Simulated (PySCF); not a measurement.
**Radial density of Rh (rhodium, neutral)**

UHF, [Kr] 4d8 5p1, one real determinant (an excited configuration). Calculation: PySCF 2.14, in def2-QZVPP with one added diffuse shell each of s, p, d, f, g type with the def2 core potential (28 electrons) (8s6p5d5f3g, 113 functions); a scalar-relativistic core potential. This is the valence pseudo-density: the core potential removes the inner electrons and smooths the orbitals near the nucleus.

| r (bohr) | 4πr²ρ (e/bohr) | 4πr²(ρα − ρβ) |
| --- | --- | --- |
| 0.0525 | 3.054e-05 | 0.0000 |
| 0.0882 | 0.0002010 | 0.0000 |
| 0.148 | 0.002167 | 0.0003 |
| 0.250 | 0.03493 | 0.0048 |
| 0.420 | 0.8850 | 0.0797 |
| 0.706 | 10.22 | 0.7537 |
| 1.19 | 13.22 | 1.5305 |
| 2.00 | 3.246 | 0.6743 |
| 3.36 | 0.4759 | 0.2347 |
| 5.65 | 0.1725 | 0.1674 |
| 9.51 | 0.03198 | 0.0320 |
| 16.0 | 0.0002825 | 0.0003 |

⟨L²⟩ = 14.06 against 20 for a pure G term, so this real determinant mixes terms. Energies and moments cover only the electrons outside the core potential.
